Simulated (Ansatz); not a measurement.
Species: CH7Si2, charge 0, multiplicity 2. It need not be the lowest isomer of its formula. 
Geometry from a B3LYP-D3(BJ)/def2-TZVP (Ansatz, a quantum-chemistry and plane-wave program) optimisation:
SMILES: [SiH2](C)[SiH2]
```xyz
10

C     -1.6848    -0.9066     0.5862
Si    -0.6609     0.5072    -0.1236
Si     1.6254     0.0451    -0.2256
H     -2.7427    -0.6355     0.6099
H     -1.3687    -1.1417     1.6035
H     -1.5756    -1.8070    -0.0202
H     -0.8386     1.7252     0.7069
H     -1.1199     0.8208    -1.5004
H      1.9845    -1.0828    -1.1258
H      2.2679    -0.1717     1.0978
```
Charge 0, spin multiplicity 2.

Basis-set convergence of Hartree-Fock and CCSD(T) correlation energies (hartree) with Ansatz. Cores are frozen in the correlated levels unless marked. UHF or UKS for open shells. No spin-orbit coupling. Non-relativistic.

| basis | functions | E(HF) | E(corr, CCSD(T)) |
|---|---|---|---|
| def2-SVPD | 124 | -619.56756 | -0.42177 |
| def2-TZVPPD | 252 | -619.81121 | -0.48923 |
| def2-QZVPPD | 446 | -619.83054 | -0.51203 |

Extrapolating the two largest sets (X = 3 and 4) as X^-3: E(corr) = (64·(-0.51203) - 27·(-0.48923))/37 = -0.5287 Eh, an estimate of the basis-set limit. The largest set recovers 96.9 % of it, the smallest 79.8 %.
